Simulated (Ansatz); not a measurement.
[WSF4]- (WSF₄⁻). Total charge -1; doublet. Geometry r2SCAN-D4/def2-SVPD; atoms count from 1.

```xyz
6

W    -0.0012   -0.0495    0.0509
S    -0.0360   -1.5534    1.5990
F     1.7192    0.8304    0.0429
F    -0.6163    1.6343    0.7725
F    -1.7006   -0.0284   -0.8685
F     0.6348   -0.8335   -1.5968
```

In the def2 sets W takes a core potential; there is no spin–orbit coupling. No other spin state of charge -1 was run.

Q: Estimate the Mulliken populations from the PBE0/def2-TZVPD orbitals of Ansatz.

A: 
```json
{"atom": "W1", "charge (e)": "1.77", "spin (α − β)": "1.11", "d electrons": "3.44"}
{"atom": "S2", "charge (e)": "-0.72", "spin (α − β)": "-0.12", "d electrons": "–"}
{"atom": "F3", "charge (e)": "-0.51", "spin (α − β)": "0.00", "d electrons": "–"}
{"atom": "F4", "charge (e)": "-0.51", "spin (α − β)": "0.00", "d electrons": "–"}
{"atom": "F5", "charge (e)": "-0.51", "spin (α − β)": "0.00", "d electrons": "–"}
{"atom": "F6", "charge (e)": "-0.51", "spin (α − β)": "0.00", "d electrons": "–"}
```
Mulliken values and Mayer orders depend strongly on the basis. With diffuse functions, as here, like atoms can get unlike values, and bond orders can come out too low or too high.

Q: Where does the spin sit?

A: Summed by element: W 1.11, S -0.12, F 0.01, of 1 unpaired in all. Largest on single atoms: W1 1.11, S2 -0.12, F4 0.00.

Q: And the Mayer bond orders between bonded heavy atoms (over 0.3)?

A: W1–S2 1.79 (2.16 Å); W1–F3 0.71 (1.93 Å); W1–F4 0.71 (1.93 Å); W1–F5 0.71 (1.93 Å); W1–F6 0.71 (1.93 Å).
